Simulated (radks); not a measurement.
Question: Isoelectronic series with 7 electrons, each ion in its NIST ground configuration. All-electron calculation, non-relativistic Kohn-Sham, PBE, spin-polarised, spherical densities, point nucleus; open shells are filled with parallel spins first. Program: a radial shooting solver on a logarithmic mesh with Libxc functionals. Total energies (hartree) and orbital eigenvalues (eV):

| ion | configuration | E (hartree) | 2p up | 2s down | 2s up | 1s down |
|---|---|---|---|---|---|---|
| N | [He] 2s2 2p3 | -54.53576 | -8.3043 | -15.2806 | -19.8515 | -382.4109 |
| O+ | [He] 2s2 2p3 | -74.49827 | -26.3693 | -35.6377 | -41.5202 | -530.7750 |
| F2+ | [He] 2s2 2p3 | -97.72528 | -51.5718 | -63.1965 | -70.3433 | -706.8252 |
| Ne3+ | [He] 2s2 2p3 | -124.21057 | -83.7437 | -97.7497 | -106.1366 | -910.3347 |
| Mg5+ | [He] 2s2 2p3 | -186.94538 | -168.7616 | -187.5593 | -198.3865 | -1399.397 |
| Al6+ | [He] 2s2 2p3 | -223.19221 | -221.5538 | -242.7531 | -254.7884 | -1684.871 |
| Si7+ | [He] 2s2 2p3 | -262.69097 | -281.1826 | -304.7847 | -318.0230 | -1997.610 |
| P8+ | [He] 2s2 2p3 | -305.44121 | -347.6396 | -373.6451 | -388.0824 | -2337.602 |
| Cl10+ | [He] 2s2 2p3 | -400.69493 | -501.0170 | -531.8293 | -548.6564 | -3099.311 |
| Ar11+ | [He] 2s2 2p3 | -453.19799 | -587.9302 | -621.1455 | -639.1644 | -3521.016 |
| K12+ | [He] 2s2 2p3 | -508.95167 | -681.6565 | -717.2745 | -736.4836 | -3969.949 |
| Ca13+ | [He] 2s2 2p3 | -567.95586 | -782.1941 | -820.2144 | -840.6125 | -4446.108 |
| Sc14+ | [He] 2s2 2p3 | -630.21048 | -889.5416 | -929.9639 | -951.5497 | -4949.490 |
| Ti15+ | [He] 2s2 2p3 | -695.71546 | -1003.698 | -1046.522 | -1069.295 | -5480.094 |
| V16+ | [He] 2s2 2p3 | -764.47076 | -1124.662 | -1169.887 | -1193.846 | -6037.918 |

Estimate the row of S9+ ([He] 2s2 2p3).

Answer: E (hartree) -351.44261; 2p up -420.9191; 2s down -449.3281; 2s up -464.9615; 1s down -2704.838.
